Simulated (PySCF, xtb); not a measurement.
bicarbonate (CHO3), SMILES C(=O)(O)[O-], charge -1. Other conformers were not sampled.

Harmonic wavenumbers (cm⁻¹) from GFN2-xTB in xtb at its own minimum, in rising order: 451, 507, 601, 750, 805, 1097, 1310, 1878, 3544.

**Question.** What does PBE0-D3(BJ)/def2-SVPD (PySCF 2.14.0) give at its own minimum? (The exact figures need the calculation; the answer reports its results.)

**Answer.** 559, 563, 651, 842, 905, 1199, 1354, 1823, 3874. Paired by order, the mean absolute difference is 104 cm⁻¹ and the zero-point energies are 15.6 and 16.8 kcal/mol.
